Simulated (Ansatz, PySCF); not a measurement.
Gas-phase reaction in SMILES: C=CCC#N + 7 [H][H] (H2) → 4 C (CH4) + N (NH3)
Geometries: B3LYP-D3(BJ)/def2-TZVP minima from Ansatz (a program for electronic structure), one conformer each, not searched for the lowest.

Quantity: energy of full hydrogenation (0 K, with B3LYP-D3(BJ) harmonic zero-point energies from PySCF), in kcal/mol. Correlated levels leave the core frozen unless marked. No spin-orbit coupling. No relativistic terms. CBS(X,Y): correlation extrapolated as X^-3; Hartree-Fock from the larger set. [CCSD(T)-MP2]/basis is that difference in the basis named.

Level to compare with: RI-MP2/CBS(aug-cc-pVTZ,aug-cc-pVQZ)+[CCSD(T)-MP2]/aug-cc-pVTZ (Ansatz), -116.7 kcal/mol. It is a level with limits of its own, and the differences hold the functionals' basis error too.

Question: Rank these functionals by how close they come to RI-MP2/CBS(aug-cc-pVTZ,aug-cc-pVQZ)+[CCSD(T)-MP2]/aug-cc-pVTZ, closest first: LC-wPBE/def2-TZVPD (Ansatz); BLYP/def2-TZVPD (Ansatz); TPSSh/def2-TZVPD (PySCF); HSE06/def2-TZVPD (Ansatz).

Answer: TPSSh/def2-TZVPD (hybrid meta-GGA, -113.7 kcal/mol, difference 3.0), BLYP/def2-TZVPD (GGA, -106.3 kcal/mol, difference 10.4), HSE06/def2-TZVPD (screened hybrid, -130.9 kcal/mol, difference -14.2), LC-wPBE/def2-TZVPD (range-separated hybrid, -133.4 kcal/mol, difference -16.7)
